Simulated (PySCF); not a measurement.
An equivalent PySCF input for Sr (strontium, neutral), [Kr] 5s2, closed-shell 1S, with the spin-free X2C one-electron Hamiltonian (Gaussian nucleus):

```python
from pyscf import gto, scf, dft, mp, cc
import basis_set_exchange as bse
mol = gto.M(atom="Sr 0 0 0", charge=0, spin=0, symmetry="D2h",
            basis=gto.basis.parse(bse.get_basis("Sapporo-DKH3-DZP-2012", elements=["Sr"], fmt="nwchem", header=False)),
            nucmod="G")
mf = dft.UKS(mol, xc="B88,P86").sfx2c1e()
mf.irrep_nelec = {'Ag': (7, 7), 'B1g': (1, 1), 'B2g': (1, 1), 'B3g': (1, 1), 'B1u': (3, 3), 'B2u': (3, 3), 'B3u': (3, 3)}
mf.kernel()
```

It reaches the same state as the run whose output follows, with an energy that differs only through the grid. The run itself started from symmetry-adapted Hartree-Fock orbitals and held the occupation by maximum overlap, on a logarithmic radial grid, so the iterations belong to that start.

```
SCF conv_tol = 1e-09
number electrons alpha = 19  beta = 19
XC functionals = B88,P86
    A. D. Becke.,  Phys. Rev. A 38, 3098 (1988)
    J. P. Perdew.,  Phys. Rev. B 33, 8822 (1986)
cycle= 1 E= -3179.48454200753  delta_E= -0.00928  |g|= 0.0401  |ddm|= 0.565
cycle= 2 E= -3179.484882757  delta_E= -0.000341  |g|= 0.00863  |ddm|= 0.111
cycle= 3 E= -3179.48491323104  delta_E= -3.05e-05  |g|= 0.00242  |ddm|= 0.0331
cycle= 4 E= -3179.48491512898  delta_E= -1.9e-06  |g|= 2.01e-05  |ddm|= 0.0046
cycle= 5 E= -3179.4849151291  delta_E= -1.23e-10  |g|= 2.1e-06  |ddm|= 5.09e-05
converged SCF energy = -3179.4849151291  <S^2> = -3.5527137e-14  2S+1 = 1
```
